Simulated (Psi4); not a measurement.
A dimer, F4Si ··· Cl- (SMILES F[Si](F)(F)F and [Cl-]) (charge -1); the first 5 atoms form monomer A.

```
6

F      1.5211    -0.2205    -0.3080
Si     0.0002     0.0001     0.0001
F     -0.2648     1.5226     0.2606
F     -0.8552    -0.4770    -1.2233
F     -0.4013    -0.8251     1.2706
Cl     1.7355     0.9677     2.4848
```

### Question
What interaction energy does SAPT0/jun-cc-pVDZ, frozen core in Psi4 give, and which attractive term is the largest?

### Answer
Total -4.39 kcal/mol: electrostatics -18.01, exchange 20.60, induction -4.39, dispersion -2.59. The most attractive term is electrostatics.
